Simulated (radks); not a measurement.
Spherical quantum dot in the effective-mass picture: electrons in a parabolic well V = omega^2 r^2 / 2 with omega = 1.58, with a point charge +1 (a donor) at the centre, all in effective atomic units (hartree* = m*/eps^2 hartree, bohr* = eps/m* bohr), one dielectric constant everywhere. Calculated with a radial shooting solver with Libxc functionals: non-relativistic Kohn-Sham, LDA (Slater exchange, Perdew-Wang correlation), spin-polarised, spherical densities. Levels are named by radial order and angular momentum (1s, 1p, 1d, 2s, ...), and open shells are averaged over m. Results are scaled to m* = 0.035 and eps = 6.3, for which hartree* = 24 meV and bohr* = 9.525 nm.

N = 7, configuration 1s2 1p(up 3, down 2). This is the lowest configuration that the search found. Occupied and some empty levels:

level    occupation  eigenvalue (meV)  <r> (nm)
1s up             1            143.02     8.691
1s down           1            144.09     8.673
1p up             3            178.46     12.47
1p down           2            179.62     12.49
2s up             0            204.85     13.18
2s down           0            205.62     13.22
1d up             0            210.21     14.82
1d down           0            211.23     14.86
1f up             0            242.62     16.70
1f down           0            243.48     16.74

Energy (meV): total 770.623, kinetic 254.10, external 169.18, Hartree 439.89, exchange-correlation -92.549.
